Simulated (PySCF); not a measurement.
C4H10BN, SMILES CB(NC)C=C.

Coordinates come from a B3LYP-D3(BJ)/def2-SVP optimisation. This is a generated structure with no PubChem entry under its InChIKey; it may be hypothetical. One conformer was computed; it need not be the lowest.

Method: B3LYP-D3(BJ)/def2-SVP run with PySCF.

Harmonic, unscaled wavenumbers; measured fundamentals usually lie a few per cent lower.

Q: List the normal modes with their intensities. (Estimate from the structure and the level; the computed values follow.)

A: 
```json
[
 {"mode": "1", "ν (cm⁻¹)": "94", "IR (km/mol)": "0.5", "moving atoms (share of kinetic energy)": "H 51 %, C 47 %"},
 {"mode": "2", "ν (cm⁻¹)": "118", "IR (km/mol)": "1.2", "moving atoms (share of kinetic energy)": "H 90 %"},
 {"mode": "3", "ν (cm⁻¹)": "155", "IR (km/mol)": "0.3", "moving atoms (share of kinetic energy)": "H 67 %, C 31 %"},
 {"mode": "4", "ν (cm⁻¹)": "196", "IR (km/mol)": "0.9", "moving atoms (share of kinetic energy)": "N 39 %, H 38 %, C 21 %"},
 {"mode": "5", "ν (cm⁻¹)": "221", "IR (km/mol)": "0.3", "moving atoms (share of kinetic energy)": "H 52 %, C 42 %"},
 {"mode": "6", "ν (cm⁻¹)": "266", "IR (km/mol)": "0.7", "moving atoms (share of kinetic energy)": "C 39 %, H 37 %, B 13 %, N 11 %"},
 {"mode": "7", "ν (cm⁻¹)": "289", "IR (km/mol)": "1.3", "moving atoms (share of kinetic energy)": "H 48 %, C 39 %"},
 {"mode": "8", "ν (cm⁻¹)": "424", "IR (km/mol)": "3.8", "moving atoms (share of kinetic energy)": "H 40 %, C 29 %, N 16 %, B 15 %"},
 {"mode": "9", "ν (cm⁻¹)": "532", "IR (km/mol)": "3.3", "moving atoms (share of kinetic energy)": "C 42 %, H 30 %, B 21 %"},
 {"mode": "10", "ν (cm⁻¹)": "610", "IR (km/mol)": "22.3", "moving atoms (share of kinetic energy)": "H 56 %, C 33 %"},
 {"mode": "11", "ν (cm⁻¹)": "677", "IR (km/mol)": "24.8", "moving atoms (share of kinetic energy)": "H 70 %, C 17 %, N 11 %"},
 {"mode": "12", "ν (cm⁻¹)": "699", "IR (km/mol)": "9.8", "moving atoms (share of kinetic energy)": "H 40 %, C 39 %, N 19 %"},
 {"mode": "13", "ν (cm⁻¹)": "833", "IR (km/mol)": "2.1", "moving atoms (share of kinetic energy)": "H 67 %, C 26 %"},
 {"mode": "14", "ν (cm⁻¹)": "892", "IR (km/mol)": "30.0", "moving atoms (share of kinetic energy)": "H 53 %, B 26 %, C 18 %"},
 {"mode": "15", "ν (cm⁻¹)": "973", "IR (km/mol)": "31.6", "moving atoms (share of kinetic energy)": "H 73 %, C 27 %"},
 {"mode": "16", "ν (cm⁻¹)": "1017", "IR (km/mol)": "19.6", "moving atoms (share of kinetic energy)": "H 71 %, C 19 %"},
 {"mode": "17", "ν (cm⁻¹)": "1055", "IR (km/mol)": "8.1", "moving atoms (share of kinetic energy)": "H 88 %, C 9 %"},
 {"mode": "18", "ν (cm⁻¹)": "1065", "IR (km/mol)": "25.8", "moving atoms (share of kinetic energy)": "H 45 %, B 37 %, C 14 %"},
 {"mode": "19", "ν (cm⁻¹)": "1093", "IR (km/mol)": "6.8", "moving atoms (share of kinetic energy)": "H 43 %, C 30 %, N 14 %, B 13 %"},
 {"mode": "20", "ν (cm⁻¹)": "1143", "IR (km/mol)": "3.7", "moving atoms (share of kinetic energy)": "H 74 %, C 19 %"},
 {"mode": "21", "ν (cm⁻¹)": "1182", "IR (km/mol)": "48.7", "moving atoms (share of kinetic energy)": "H 42 %, N 21 %, B 19 %, C 18 %"},
 {"mode": "22", "ν (cm⁻¹)": "1297", "IR (km/mol)": "1.6", "moving atoms (share of kinetic energy)": "H 75 %, C 23 %"},
 {"mode": "23", "ν (cm⁻¹)": "1325", "IR (km/mol)": "40.8", "moving atoms (share of kinetic energy)": "H 66 %, C 27 %"},
 {"mode": "24", "ν (cm⁻¹)": "1345", "IR (km/mol)": "66.2", "moving atoms (share of kinetic energy)": "H 59 %, B 27 %, C 11 %"},
 {"mode": "25", "ν (cm⁻¹)": "1436", "IR (km/mol)": "9.9", "moving atoms (share of kinetic energy)": "H 92 %"},
 {"mode": "26", "ν (cm⁻¹)": "1441", "IR (km/mol)": "12.8", "moving atoms (share of kinetic energy)": "H 89 %, C 10 %"},
 {"mode": "27", "ν (cm⁻¹)": "1445", "IR (km/mol)": "4.1", "moving atoms (share of kinetic energy)": "H 87 %, C 13 %"},
 {"mode": "28", "ν (cm⁻¹)": "1455", "IR (km/mol)": "26.8", "moving atoms (share of kinetic energy)": "H 85 %, C 10 %"},
 {"mode": "29", "ν (cm⁻¹)": "1470", "IR (km/mol)": "23.1", "moving atoms (share of kinetic energy)": "H 92 %"},
 {"mode": "30", "ν (cm⁻¹)": "1478", "IR (km/mol)": "5.7", "moving atoms (share of kinetic energy)": "H 91 %"},
 {"mode": "31", "ν (cm⁻¹)": "1553", "IR (km/mol)": "137.3", "moving atoms (share of kinetic energy)": "H 39 %, N 36 %, B 23 %"},
 {"mode": "32", "ν (cm⁻¹)": "1683", "IR (km/mol)": "15.1", "moving atoms (share of kinetic energy)": "C 85 %, H 14 %"},
 {"mode": "33", "ν (cm⁻¹)": "3002", "IR (km/mol)": "70.9", "moving atoms (share of kinetic energy)": "H 96 %"},
 {"mode": "34", "ν (cm⁻¹)": "3010", "IR (km/mol)": "8.9", "moving atoms (share of kinetic energy)": "H 97 %"},
 {"mode": "35", "ν (cm⁻¹)": "3061", "IR (km/mol)": "37.5", "moving atoms (share of kinetic energy)": "H 91 %, C 9 %"},
 {"mode": "36", "ν (cm⁻¹)": "3080", "IR (km/mol)": "12.4", "moving atoms (share of kinetic energy)": "H 91 %, C 9 %"},
 {"mode": "37", "ν (cm⁻¹)": "3094", "IR (km/mol)": "32.4", "moving atoms (share of kinetic energy)": "H 91 %, C 9 %"},
 {"mode": "38", "ν (cm⁻¹)": "3097", "IR (km/mol)": "24.6", "moving atoms (share of kinetic energy)": "H 93 %"},
 {"mode": "39", "ν (cm⁻¹)": "3114", "IR (km/mol)": "10.1", "moving atoms (share of kinetic energy)": "H 94 %"},
 {"mode": "40", "ν (cm⁻¹)": "3146", "IR (km/mol)": "7.8", "moving atoms (share of kinetic energy)": "H 91 %, C 9 %"},
 {"mode": "41", "ν (cm⁻¹)": "3197", "IR (km/mol)": "20.1", "moving atoms (share of kinetic energy)": "H 89 %, C 11 %"},
 {"mode": "42", "ν (cm⁻¹)": "3580", "IR (km/mol)": "10.7", "moving atoms (share of kinetic energy)": "H 93 %"}
]
```
